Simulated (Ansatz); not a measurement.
Reaction (germylene formation by 1,1-elimination): `Cl[CH2][GeH]([Cl])[Cl]` → `[Cl][Ge][Cl]` + `CCl`

Program: Ansatz. Geometries: PBE0-D4/def2-TZVP. ΔE: electronic, gas phase. CBS: MP2 limit from def2 TZ/QZ plus the TZ coupled-cluster correction, frozen cores. This one scheme is used for every species. DFT in def2-TZVPP. HSE06 is defined as in plane-wave codes. For Ge outer-core shells are correlated without core-valence functions, which leaves a few kJ/mol of doubt a bond. Scalar relativity is left out up to krypton. One conformer a species, not always the lowest.

| level | ΔE (kJ/mol) | difference from CCSD(T)/CBS |
| --- | --- | --- |
| LDA (SPW92) | 43.6 | 14.8 |
| PBE-D4 | 11.2 | -17.6 |
| HSE06-D4 | 30.3 | 1.5 |
| PBE0 | 20.1 | -8.7 |
| CCSD(T)/def2-SVP | 35.4 | 6.6 |
| HF/def2-TZVPP | 12.6 | -16.2 |
| MP2/def2-TZVPP | 56.1 | 27.3 |
| SCS-MP2/def2-TZVPP | 43.3 | 14.5 |
| CCSD(T)/def2-TZVPP | 43.5 | 14.7 |
| CCSD/CBS(def2) | 26.6 | -2.2 |
| CCSD(T)/CBS | 28.8 | 0 |

Largest T1 diagnostic among the species: 0.013.

At CCSD(T), def2-SVP lies +6.6 kJ/mol from the extrapolated value and def2-TZVPP +14.7 kJ/mol. The D4 term adds +19.1 kJ/mol with B3LYP and +10.6 kJ/mol with PBE0; it sums over pairs of atoms, weighted by their polarisabilities, and B3LYP, whose exchange is more repulsive, gets the larger term.

B3LYP here is the variant with VWN-RPA as its local correlation; programs differ in this.
